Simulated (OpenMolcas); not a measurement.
OpenMolcas run: Ti2+

Input:

```
&GATEWAY
Coord
1

Ti 0.0 0.0 0.0
Basis=ANO-RCC-VDZ
Group=XYZ
NoMove
AngMom=0.0 0.0 0.0
AMFI
&SEWARD
&RASSCF
FileOrb=start.orb
Symmetry=1
Spin=3
nActEl=2 0 0
Inactive=3 6
Ras2=5 0
CIRoot=10 10 1
SDav=10
CIMx=300
Iter=120 100
PrWF=0.3
OrbListing=Nothing
MaxOrb=0
Atom
>>> COPY $Project.JobIph JOB001
&RASSCF
FileOrb=start.orb
Symmetry=1
Spin=1
nActEl=2 0 0
Inactive=3 6
Ras2=5 0
CIRoot=15 15 1
SDav=15
CIMx=300
Iter=120 100
PrWF=0.3
OrbListing=Nothing
MaxOrb=0
Atom
>>> COPY $Project.JobIph JOB002
&RASSI
NrOfJobIphs=2 10 15
1 2 3 4 5 6 7 8 9 10
1 2 3 4 5 6 7 8 9 10 11 12 13 14 15
IphNames
JOB001
JOB002
EJob
SpinOrbit
DIPRint=1.0
SOCoupling=1000.0
Subsets=2
MEES
Property=10
'ANGMOM' 1 'ANGMOM' 2 'ANGMOM' 3 'MLTPL  1' 1 'MLTPL  1' 2 'MLTPL  1' 3
'AMFI' 1 'AMFI' 2 'AMFI' 3 'MLTPL  2' 6
SOProperty=3
'ANGMOM' 1 'ANGMOM' 2 'ANGMOM' 3
```

Launched by
```bash
OMP_NUM_THREADS=1 MOLCAS_MEM=2252 MOLCAS_PROJECT=a pymolcas a.inp > a.log  # once for each step of the input, in one work folder
```

A driver script runs the steps one by one and writes start.orb anew before each from the orbitals found so far.

Output, cut to the results:

```
--- SEWARD ---
Basis set label: TI.ANO-RCC...5S4P2D.

      Electronic valence basis set:
      ------------------
      Associated Effective Charge  22.000000 au
      Associated Actual Charge     22.000000 au
      Nuclear Model: Point charge

      Shell  nPrim  nBasis  Cartesian Spherical Contaminant
         s      21       5        X
         p      15       4        X
         d      10       2                 X
                  Relativistic Douglas-Kroll-Hess integrals:
                    - DKH order of Hamiltonian: 2
                    - DKH order of Properties : 0
                  Atomic mean-field integrals
--- RASSCF ---
Wave function specifications:
      -----------------------------

      Number of closed shell electrons          18
      Number of electrons in active shells       2
      Max number of holes in RAS1 space          0
      Max nr of electrons in RAS3 space          0
      Number of inactive orbitals                9
      Number of active orbitals                  5
      Number of secondary orbitals              13
      Spin quantum number                      1.0
      State symmetry                             1
Orbital specifications:
      -----------------------

      Symmetry species                           1   2
                                                ag  au
      Frozen orbitals                            0   0
      Inactive orbitals                          3   6
      Active orbitals                            5   0
      RAS1 orbitals                              0   0
      RAS2 orbitals                              5   0
      RAS3 orbitals                              0   0
      Secondary orbitals                         7   6
      Deleted orbitals                           0   0
      Number of basis functions                 15  12
      Number of CSFs                            10
      Number of root(s) required                10
      Iter CI   SX   CI       RASSCF       Energy    max ROT     max BLB   max BLB  Level Ln srch  Step   QN
          iter iter root      energy       change     param      element    value   shift minimum  type update
 Nr of preliminary CI iterations:   1
        1   1    5    0  -852.01989741    0.00E+00  -1.22E-01*   6  12 2 -5.05E-02*  0.00   0.00    SX    NO
        2   1    5    0  -852.03320090   -1.33E-02*  5.41E-02    4  10 2  7.11E-02*  0.00   0.00    SX    NO
        3   1    5    0  -852.03542695   -2.23E-03* -3.98E-02    6  12 2 -3.58E-02*  0.00   0.00    SX    NO
        4   1    5    0  -852.03653719   -1.11E-03*  2.43E-02    4  10 2  2.45E-02*  0.00   0.00    SX    NO
        5   1    5    0  -852.03690439   -3.67E-04* -9.33E-03    4  10 2 -1.53E-02*  0.00   0.60    QN   YES
        6   1    4    0  -852.03719707   -2.93E-04* -7.54E-04    6  12 2 -7.23E-04*  0.00   1.07    QN   YES
        7   1    3    0  -852.03719829   -1.22E-06* -4.83E-06    5  11 2  3.08E-05   0.00   0.99    QN   YES
        8   1    3    0  -852.03719829   -9.30E-10  -1.35E-06    3   9 1 -3.48E-06   0.00   1.14    QN   YES
      Convergence after  8 iterations
        9   1    3    0  -852.03719829   -1.64E-11  -1.35E-06    6  12 2 -1.07E-07   0.00   1.14    QN   YES
      Natural orbitals and occupation numbers for root  1
      sym 1:   0.029870  -0.000000   0.970130   0.029870   0.970130
      Natural orbitals and occupation numbers for root  2
      sym 1:   0.106783   0.893217   0.893217  -0.000000   0.106783
      Natural orbitals and occupation numbers for root  3
      sym 1:   0.708097   0.291903   0.708097  -0.000000   0.291903
::    RASSCF root number  1 Total energy:   -852.05544178
::    RASSCF root number  2 Total energy:   -852.05544178
::    RASSCF root number  3 Total energy:   -852.05544178
::    RASSCF root number  4 Total energy:   -852.05544178
::    RASSCF root number  5 Total energy:   -852.05544178
::    RASSCF root number  6 Total energy:   -852.05544178
::    RASSCF root number  7 Total energy:   -852.05544178
::    RASSCF root number  8 Total energy:   -851.99463016
::    RASSCF root number  9 Total energy:   -851.99463016
::    RASSCF root number 10 Total energy:   -851.99463016
--- RASSCF ---
Wave function specifications:
      -----------------------------

      Number of closed shell electrons          18
      Number of electrons in active shells       2
      Max number of holes in RAS1 space          0
      Max nr of electrons in RAS3 space          0
...
--- RASSI ---
SPIN-FREE ENERGIES:
  (Shifted by EMIN (a.u.) =       -852.0554417755)

 SF State       Relative EMIN(au)   Rel lowest level(eV)    D:o, cm**(-1)      L_eff

     1             0.0000000000        0.0000000000              0.0000         3.0
     2             0.0000000000        0.0000000000              0.0000         3.0
     3             0.0000000000        0.0000000000              0.0000         3.0
     4             0.0000000000        0.0000000000              0.0000         3.0
     5             0.0000000000        0.0000000000              0.0000         3.0
     6             0.0000000000        0.0000000000              0.0000         3.0
     7             0.0000000000        0.0000000000              0.0000         3.0
    11             0.0501396677        1.3643698640          11004.3851         2.0
    12             0.0501396677        1.3643698640          11004.3851         2.0
    13             0.0501396677        1.3643698640          11004.3851         2.0
    14             0.0501396677        1.3643698640          11004.3851         2.0
    15             0.0501396677        1.3643698640          11004.3851         2.0
    10             0.0608116203        1.6547684872          13346.6079         1.0
     8             0.0608116203        1.6547684872          13346.6079         1.0
     9             0.0608116203        1.6547684872          13346.6079         1.0
    16             0.0777626888        2.1160305599          17066.9375         4.0
    17             0.0777626888        2.1160305599          17066.9375         4.0
    18             0.0777626888        2.1160305599          17066.9375         4.0
    19             0.0777626888        2.1160305599          17066.9375         4.0
    20             0.0777626888        2.1160305599          17066.9375         4.0
    21             0.0777626888        2.1160305599          17066.9375         4.0
...
```

Levels above the lowest, from the spin-orbit matrix, grouped by J:

```json
{"Configuration": "3d²", "Term": "³F", "J": "2", "E (eV)": "0.0000", "Measured (eV)": "0.0000", "g": "0.666", "Term weight %": "100"}
{"Configuration": "3d²", "Term": "³F", "J": "3", "E (eV)": "0.0243", "Measured (eV)": "0.0229", "g": "1.084", "Term weight %": "100"}
{"Configuration": "3d²", "Term": "³F", "J": "4", "E (eV)": "0.0561", "Measured (eV)": "0.0521", "g": "1.251", "Term weight %": "100"}
{"Configuration": "3d²", "Term": "¹D", "J": "2", "E (eV)": "1.3954", "Measured (eV)": "1.0506", "g": "1.003", "Term weight %": "99"}
{"Configuration": "3d²", "Term": "³P", "J": "0", "E (eV)": "1.6707", "Measured (eV)": "1.3066", "g": "", "Term weight %": "100"}
{"Configuration": "3d²", "Term": "³P", "J": "1", "E (eV)": "1.6791", "Measured (eV)": "1.3147", "g": "1.501", "Term weight %": "100"}
{"Configuration": "3d²", "Term": "³P", "J": "2", "E (eV)": "1.6967", "Measured (eV)": "1.3293", "g": "1.498", "Term weight %": "99"}
{"Configuration": "3d²", "Term": "¹G", "J": "4", "E (eV)": "2.1484", "Measured (eV)": "1.7851", "g": "1.000", "Term weight %": "100"}
{"Configuration": "3d²", "Term": "¹S", "J": "0", "E (eV)": "5.2019", "Measured (eV)": "4.0264", "g": "", "Term weight %": "100"}
```

Against the 8 measured excited levels shown (Corliss and Sugar, J. Phys. Chem. Ref. Data 8, 1 (1979)) the mean absolute deviation is 3000 cm-1; the largest miss in energy is 3d² ¹S₀: computed 5.2019, measured 4.0264 eV (+29.2 %).

Without dynamic correlation excited terms often stand tens of per cent too high (terms of higher spin than the ground term too low), and those without a measured partner can miss by more than the paired ones. Computed and measured levels are paired by configuration, term and J; levels that our copy of the source lacks, or whose pairing is in doubt (as where it misses far off the trend of its configuration), stay unpaired and out of the deviations. Levels of configurations outside the active space are missing.

The term weight is that of the spin-free term in the level, not the purity of its configuration.
